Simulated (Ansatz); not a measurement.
Reaction (substitution at a C–Si bond): `N=C(S)[SiH2]O` + H₂Te → `N=C(S)[TeH]` + `O[SiH3]`

Isolated molecules relaxed with PBE0-D4/def2-TZVP in Ansatz; ΔE leaves out vibrations. CBS: MP2 limit from def2 TZ/QZ plus the TZ coupled-cluster correction, frozen cores. Elements past krypton have def2 core potentials. For Te outer-core shells are correlated without core-valence functions, which leaves a few kJ/mol of doubt a bond. Each species was taken in one conformer, which may not be the lowest.

```json
{"species": "`N=C(S)[SiH2]O`", "CCSD(T)/CBS(def2) energy (Eh)": "-857.81807"}
{"species": "H₂Te", "CCSD(T)/CBS(def2) energy (Eh)": "-268.91024"}
{"species": "`N=C(S)[TeH]`", "CCSD(T)/CBS(def2) energy (Eh)": "-760.02347"}
{"species": "`O[SiH3]`", "CCSD(T)/CBS(def2) energy (Eh)": "-366.69042"}
```

**Question.** Work out ΔE.

**Answer.** ΔE = (-760.02347) + (-366.69042) − (-857.81807) − (-268.91024) = 0.01442 Eh = +9.0 kcal/mol.

Largest T1 diagnostic among the species: 0.014.

In def2-TZVPP, CCSD(T) changes the Hartree–Fock value by −1.1 kcal/mol (the triples alone add −0.5 kcal/mol) and MP2 by −3.1 kcal/mol. From PBE to PBE0 (25 % exact exchange), in def2-TZVPP and without D4, ΔE moves by +1.0 kcal/mol.
